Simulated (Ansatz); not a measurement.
`[SiH3][SiH]1BO1` and `[GeH3][SiH]1BO1` differ in one atom or group.

Ansatz, PBE0-D4/def2-TZVP geometries, multiplicity 1. 

Scalar relativity is left out up to krypton.

```
                                          property  `[SiH3][SiH]1BO1`
    zero-point energy (PBE0-D4/def2-TZVP) / kJ/mol              130.9
                HOMO energy (PBE0/def2-TZVPP) / eV              -6.97
             HOMO–LUMO gap (B3LYP/def2-TZVPP) / eV               5.42
size of the dipole moment (ωB97M-V/def2-TZVPP) / D               1.17
             LUMO energy (ωB97M-V/def2-TZVPP) / eV               0.65
              HOMO–LUMO gap (PBE0/def2-TZVPP) / eV               5.79
```

(1) Give the same properties after the change, and the shifts. (Estimate.)

Answers

(1) The calculation gave: 
```
                                          property  `[GeH3][SiH]1BO1`  shift
    zero-point energy (PBE0-D4/def2-TZVP) / kJ/mol              127.4   -3.5
                HOMO energy (PBE0/def2-TZVPP) / eV              -6.98  -0.01
             HOMO–LUMO gap (B3LYP/def2-TZVPP) / eV               5.47   0.05
size of the dipole moment (ωB97M-V/def2-TZVPP) / D               1.13  -0.04
             LUMO energy (ωB97M-V/def2-TZVPP) / eV               0.73   0.08
              HOMO–LUMO gap (PBE0/def2-TZVPP) / eV               5.86   0.07
```

Dipoles are sizes alone; their direction can turn.

B3LYP here is the variant with VWN-RPA as its local correlation; programs differ in this.
